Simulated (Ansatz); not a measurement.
Basis-set extrapolation for C$_{2}$H$_{3}$FOSi, SMILES `C#C[SiH](O)F` (PBE0-D4/def2-TZVP geometry, frozen core, Ansatz 0.2.0). Multiplicity 1, RHF reference.

```tsv
	def2-TZVPP	def2-QZVPP
HF	-540.916862	-540.938007
MP2 correlation	-0.901299	-0.974476
CCSD(T) correlation	-0.955622	not run
```

Energies in hartree. Use E(X) = E(∞) + A·exp(−7.88·√X) for Hartree–Fock and E(X) = E(∞) + B·X^(−2.97) for correlation, with X = 3 and 4, and add CCSD(T) minus MP2 of the smaller set to the MP2 limit.

What is the CCSD(T) energy at the basis-set limit?

HF limit: -540.938007 + (-0.021145) × 0.13774 = -540.94092. MP2 limit: -0.974476 + (-0.073177) × 0.74074 = -1.02868. Higher-order term: -0.955622 − (-0.901299) = -0.05432. Total: -542.02392 hartree, 397.6 kJ/mol below CCSD(T)/def2-TZVPP.
